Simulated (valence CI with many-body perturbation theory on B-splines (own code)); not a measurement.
# From CI to CI+MBPT in Pb

Calculated by relativistic CI+MBPT: four valence electrons over a frozen Dirac-Fock core [Xe] 4f14 5d10, radial functions for each j: 11 s, 11 p, 9 d, 7 f, 5 g, 2 h, 1 i, with the one-electron correlation potential Σ1 (screened to all orders), the two-electron term Σ2, the three-electron term Σ3, Breit, model QED; selected single and double excitations, second order for the rest, scaled by the run's own slope (own B-spline code, finite nucleus).

Set against measurement, 21 paired levels are off by 151 cm⁻¹ on average, the worst by 460. These come from a selection out of the NIST Handbook of Basic Atomic Spectroscopic Data. Levels without a partner in it may be off by more.

Each rung adds one term. CI alone is the Dirac-Coulomb CI over the frozen core; QED comes last and gives the full result, which names the levels. Energies are above (6s^2 6p1/2^2) J=0 on the same rung, in cm⁻¹. A blank means that the level has no clear partner on that rung.

Levels are named by their leading jj configuration (3d3/2^4 stands for four electrons in 3d with j = 3/2), which in mixed levels can hold well under half, so a name can repeat and another be missing.

```csv
Level,CI alone
(6s^2 6p1/2 6p3/2) J=1,6575
(6s^2 6p1/2 6p3/2) J=2,9261
(6s^2 6p3/2^2) J=2,18663
(6s^2 6p3/2^2) J=0,26482
(6s^2 6p1/2 7s) J=0,32118
(6s^2 6p1/2 7s) J=1,32444
(6s^2 6p1/2 7p1/2) J=1,39775
(6s^2 6p1/2 7p1/2) J=0,41343
(6s^2 6p1/2 7p3/2) J=1,41506
(6s^2 6p1/2 7p3/2) J=2,41638
(6s^2 6p1/2 6d3/2) J=2,41646
(6s^2 6p1/2 6d5/2) J=2,42292
(6s^2 6p1/2 6d3/2) J=1,42370
(6s^2 6p1/2 6d5/2) J=3,42719
(6s^2 6p1/2 8s) J=0,45483
(6s^2 6p3/2 7s) J=2,43758
```

What do these energies become with core correlation, Breit and QED?

(6s^2 6p1/2 6p3/2) J=1 8112 (+1537); (6s^2 6p1/2 6p3/2) J=2 10883 (+1623); (6s^2 6p3/2^2) J=2 21918 (+3255); (6s^2 6p3/2^2) J=0 29726 (+3244); (6s^2 6p1/2 7s) J=0 35073 (+2956); (6s^2 6p1/2 7s) J=1 35399 (+2955); (6s^2 6p1/2 7p1/2) J=1 42844 (+3068); (6s^2 6p1/2 7p1/2) J=0 44362 (+3020); (6s^2 6p1/2 7p3/2) J=1 44615 (+3109); (6s^2 6p1/2 7p3/2) J=2 44745 (+3107); (6s^2 6p1/2 6d3/2) J=2 45387 (+3741); (6s^2 6p1/2 6d5/2) J=2 46005 (+3713); (6s^2 6p1/2 6d3/2) J=1 46080 (+3710); (6s^2 6p1/2 6d5/2) J=3 46274 (+3555); (6s^2 6p1/2 8s) J=0 48547 (+3064); (6s^2 6p3/2 7s) J=2 48628 (+4869).

How does the ionisation energy move along the ladder, and which term matters most?

CI alone 6.9922, + Σ1 7.6601, + Σ2 7.3828, + Σ3 7.4076, + Breit 7.3944, + QED 7.3999 eV. The largest step is Σ1, 0.6679 eV. NIST lists 7.41668 eV (measured).
